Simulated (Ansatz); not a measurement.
Consider the cleavage of the Si–Si bond: `C=N[SiH](O)[SiH3]` + H–F → `C=N[SiH](O)F` + SiH₄.

Program: Ansatz. Geometries: PBE0-D4/def2-TZVP. ΔE: electronic, gas phase. CCSD(T)/CBS adds triple-zeta CCSD(T) − MP2 to the extrapolated MP2 energy (def2 sets, frozen cores). This one scheme is used for every species. Functionals use def2-TZVPP. B3LYP here is the variant with VWN-RPA as its local correlation; programs differ in this. One conformer a species, not always the lowest.

Is it downhill or uphill in electronic energy at CCSD(T)/CBS, and by how much? (An estimate is asked.)

Ansatz gave: Downhill: ΔE = -164.8 kJ/mol.

What do these levels give: revPBE-D4, BLYP-D4, r2SCAN-D4, PBE0-D4, B3LYP-D4, revPBE, r2SCANh, BHLYP, CAM-B3LYP, CCSD/def2-SVP, CCSD(T)/def2-TZVPP, MP2/CBS(def2)? (An estimate is asked.)

The calculation gave: revPBE-D4 -139.0, BLYP-D4 -159.3, r2SCAN-D4 -166.4, PBE0-D4 -149.1, B3LYP-D4 -165.4, revPBE -146.3, r2SCANh -168.9, BHLYP -185.8, CAM-B3LYP -181.6, CCSD/def2-SVP -170.2, CCSD(T)/def2-TZVPP -167.1, MP2/CBS(def2) -168.0 kJ/mol.

What do rigid-rotor, harmonic-oscillator terms from PBE0-D4/def2-TZVP frequencies (298.15 K, 1 bar) make of the CCSD(T)/CBS value? (Best estimate.)

Computed: ΔZPE = -0.7 kJ/mol, ΔH = -168.3 kJ/mol, ΔS = -3 J/(mol·K), ΔG = -167.6 kJ/mol.

Largest T1 diagnostic among the species: 0.013.

The D4 term adds +8.9 kJ/mol with B3LYP and +5.2 kJ/mol with PBE0; it sums over pairs of atoms, weighted by their polarisabilities, and B3LYP, whose exchange is more repulsive, gets the larger term. From BLYP to BHLYP (50 % exact exchange), in def2-TZVPP and without D4, ΔE moves by −16.2 kJ/mol.
